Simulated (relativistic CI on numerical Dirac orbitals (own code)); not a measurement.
Ligand-field terms of d3

Computed with a parametric ligand-field model of a d^n configuration (Racah B and C, spin-orbit zeta, crystal field), exact diagonalisation.

Field parameters in Wybourne normalisation: Oh B⁴₀ = 21Dq, B⁴₄ = √(5/14) B⁴₀. The field is a parameter set, without covalency.

Ground term and bands for B = 1000, C = 3530, ζ = 0 cm⁻¹, Oh, 10Dq = 25000 cm⁻¹?

Ground term 4A2 with 0.00 electrons in the two orbitals of the cubic e set. Spin-allowed: 4T2 25000 cm⁻¹ (400 nm), 4T1 35000 cm⁻¹ (286 nm), 4T1 55000 cm⁻¹ (182 nm). Lowest spin-forbidden: 2E 17921 cm⁻¹ (558 nm), 2T1 18856 cm⁻¹ (530 nm), 2T2 27392 cm⁻¹ (365 nm). With an A2 ground term the first spin-allowed band lies at |10Dq| itself.

Ground term and bands for B = 1000, C = 3530, ζ = 0 cm⁻¹, Oh, 10Dq = 29000 cm⁻¹?

Ground term 4A2 with 0.00 electrons in the two orbitals of the cubic e set. Spin-allowed: 4T2 29000 cm⁻¹ (345 nm), 4T1 39338 cm⁻¹ (254 nm), 4T1 62662 cm⁻¹ (160 nm). Lowest spin-forbidden: 2E 18038 cm⁻¹ (554 nm), 2T1 18937 cm⁻¹ (528 nm), 2T2 27936 cm⁻¹ (358 nm). With an A2 ground term the first spin-allowed band lies at |10Dq| itself.

Ground term and bands for B = 1000, C = 3530, ζ = 0 cm⁻¹, Oh, 10Dq = 31000 cm⁻¹?

Ground term 4A2 with 0.00 electrons in the two orbitals of the cubic e set. Spin-allowed: 4T2 31000 cm⁻¹ (323 nm), 4T1 41470 cm⁻¹ (241 nm), 4T1 66530 cm⁻¹ (150 nm). Lowest spin-forbidden: 2E 18090 cm⁻¹ (553 nm), 2T1 18971 cm⁻¹ (527 nm), 2T2 28171 cm⁻¹ (355 nm). With an A2 ground term the first spin-allowed band lies at |10Dq| itself.

Ground term and bands for B = 1000, C = 3530, ζ = 0 cm⁻¹, Oh, 10Dq = 19000 cm⁻¹?

Ground term 4A2 with 0.00 electrons in the two orbitals of the cubic e set. Spin-allowed: 4T2 19000 cm⁻¹ (526 nm), 4T1 28190 cm⁻¹ (355 nm), 4T1 43810 cm⁻¹ (228 nm). Lowest spin-forbidden: 2E 17705 cm⁻¹ (565 nm), 2T1 18687 cm⁻¹ (535 nm), 2T2 26328 cm⁻¹ (380 nm). With an A2 ground term the first spin-allowed band lies at |10Dq| itself.

Ground term and bands for B = 1000, C = 3530, ζ = 0 cm⁻¹, Oh, 10Dq = 1000 cm⁻¹?

Ground term 4A2 with 0.00 electrons in the two orbitals of the cubic e set. Spin-allowed: 4T2 1000 cm⁻¹, 4T1 1789 cm⁻¹, 4T1 16211 cm⁻¹ (617 nm). Lowest spin-forbidden: 2E 15481 cm⁻¹ (646 nm), 2T1 15557 cm⁻¹ (643 nm), 2A1 15590 cm⁻¹ (641 nm). With an A2 ground term the first spin-allowed band lies at |10Dq| itself.
